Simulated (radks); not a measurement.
Values are calculated unless marked as measured or tabulated.
Question: All-electron atom: the manganese ion Mn+ in [Ar] 3d5 4s1. Code: a radial shooting solver on a logarithmic mesh with Libxc functionals. Model: Dirac Kohn-Sham, exchange-only LDA, spin-unpolarised, spherical densities, point nucleus; open shells fill j = l - 1/2 first. Some entries of the table are withheld. Estimate them.

orbital,occ.,eigenvalue (Ry),<r^2> (bohr^2)
1s1/2,2,(1),0.005005
2s1/2,2,-55.00017,0.09266
2p1/2,2,-47.24537,0.07423
2p3/2,4,-46.48107,0.07589
3s1/2,2,-6.77162,0.8430
3p1/2,2,-4.56424,(2)
3p3/2,4,-4.47037,(3)
3d3/2,4,-1.01704,1.900
3d5/2,1,-1.00825,1.920
4s1/2,1,-0.81858,9.161

Answer: 
(1) 1s1/2 eigenvalue (Ry): -471.7982
(2) 3p1/2 <r^2> (bohr^2): 0.9577
(3) 3p3/2 <r^2> (bohr^2): 0.9776
